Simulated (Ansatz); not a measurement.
Mulliken charges of AlBrFH₂N, SMILES `[NH2][Al]([F])[Br]` from PBE/def2-TZVPP in Ansatz (PBE0-D4/def2-TZVP geometry).

```tsv
atom	x (Å)	y (Å)	z (Å)	charge (e)
N1	-0.195	0.984	-0.038	-0.389
Al2	0.246	-0.699	0.115	0.606
F3	1.392	-1.144	1.203	-0.308
Br4	-0.722	-2.270	-1.149	-0.218
H5	0.207	1.731	0.504	0.154
H6	-0.886	1.333	-0.680	0.156
```

Q: By hand: the dipole of these point charges (1 e Å = 4.8032 D).

A: Σ q r = (-0.153, 0.515, -0.064) e Å, of length 0.541 e Å = 2.60 D.

Q: How does the dipole of the full density compare? (Estimate.)

A: The calculation gave: (-0.154, 0.468, -0.074) e Å, 2.39 D; the point charges give 1.09 times that, at 2° from its direction.

Point charges leave out the atoms' own dipoles, such as those of lone pairs, and Mulliken's split depends on the basis, so the close match here is no proof of good charges.
